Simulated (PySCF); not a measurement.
## Trend along group 15: MLi molecules

HF with double-zeta basis sets in PySCF, for the lowest determinant that a PBE0 search found; no spin–orbit coupling. De refers to high-spin ground-configuration atoms. A positive dipole means M(−)Li(+).

```tsv
M	basis	reference	state (unpaired electrons)	Re (Å)	ωe (cm⁻¹)	De (eV)	μ (D)
P	def2-SVPD	UHF	triplet (π ↑↑)	2.356	494	0.74	7.28
As	cc-pVDZ/cc-pVDZ-PP	UHF	triplet (π ↑↑)	2.459	430	0.55	6.94
Sb	def2-SVP	UHF	triplet (π ↑↑)	2.661	387	0.58	7.38
Bi	def2-SVP	UHF	triplet (π ↑↑)	2.740	348	0.42	6.75
```

The shortest bond is that of LiP (2.356 Å), the longest that of LiBi (2.740 Å). LiP is bound most strongly (0.74 eV) and LiBi least (0.42 eV).

The rows differ in basis set, which adds steps of its own.

Down a group the atoms grow and get heavier, so bonds lengthen and wavenumbers fall; this series shows no clear exception.

Spin–orbit coupling is left out, which matters for elements this heavy, above all for dissociation energies. Hartree–Fock leaves out correlation, which carries a large part of most bond energies and some tenths to 1 eV of ionisation energies. States were picked by a PBE0 search and need not be the measured ground states.
